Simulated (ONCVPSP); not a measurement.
Ranking ONCV potentials for Sn (Z = 50)

All share these settings but for the change named:

| Property | Result |
| --- | --- |
| Element | tin |
| Generator | ONCVPSP 4.0.1 |
| Type | optimised norm-conserving Vanderbilt (ONCV) |
| Functional | PBEsol |
| Relativity | scalar-relativistic |
| Frozen core | [Ar] 3d10 |
| Valence charge | 22 |
| Reference configuration | 4s2 4p6 4d10 5s2 5p2 |
| Partial waves | 4s+5s: rc 1.40 bohr, ncon 3, nbas 7, qcut 9.3 1/bohr, 2 projectors; 4p+5p: rc 1.30 bohr, ncon 3, nbas 6, qcut 8.2 1/bohr, 2 projectors; 4d: rc 1.15 bohr, ncon 4, nbas 9, qcut 7.9 1/bohr, 2 projectors, debl 3.6 Ha |
| Local potential | polynomial inside 0.90 bohr (lpopt 5, dvloc0 -1 Ha) |
| Core correction | polynomial model core, fcfact 0.4 |

Cutoff: the first of the cutoffs (Ha) at which the residual kinetic energy of the hardest occupied pseudo-wave falls to 1 and 0.1 mHa per electron; the density cutoff is not measured.

The base gives 130 Ha.

Of 7 variants that were run, those that failed, showed a ghost or another fault, or gave nearly equal values are left out.

A variant can come out equal or close to the base.

(1) Rank these variants from softest to hardest (loose cutoff).
A. d: qcut 9.6
B. d: rc 1.16
C. d: rc 1.58

## Answers

(1) C (30 Ha), A (42 Ha), B (122 Ha).
